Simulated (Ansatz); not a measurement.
# Worked example: SiH(CH3)Cl2 + C2H9Si2 → SiH(CH3)Cl + C2H9ClSi2

Gas-phase species: SiH(CH3)Cl2, singlet; C2H9Si2 `C[SiH][SiH2]C`, doublet; SiH(CH3)Cl, doublet; C2H9ClSi2 `C[SiH2][SiH](C)Cl`, singlet. A radical takes Cl: the energy is the difference in strength between two Si–Cl bonds in different surroundings.

Shapes, held fixed at every level: PBE0-D4/def2-TZVP. Flexible molecules stand in one conformer, not always the lowest. Programs: Ansatz 0.2.0. Electronic energies: no zero-point or thermal term.

At CCSD(T)/CBS estimate; 1 Eh = 2625.50 kJ/mol:

| species | energy (Eh) |
| --- | --- |
| SiH(CH3)Cl2 | -1249.214501 |
| C2H9Si2 | -659.643467 |
| SiH(CH3)Cl | -789.319847 |
| C2H9ClSi2 | -1119.532208 |

Q: Work out ΔE of the reaction at this level.

A: 
1. Products less reactants: (-789.319847) + (-1119.532208) − [(-1249.214501) + (-659.643467)] = 0.005913 Eh = +15.5 kJ/mol.

Other levels give +11.6 (HF/def2-TZVPP) to +16.7 kJ/mol (CCSD(T)/def2-TZVPP). No measured value is set beside it here. Open shells run unrestricted. The CBS estimate extrapolates MP2 from def2-TZVPP and def2-QZVPP and adds CCSD(T) − MP2 in the triple-zeta set, cores frozen.
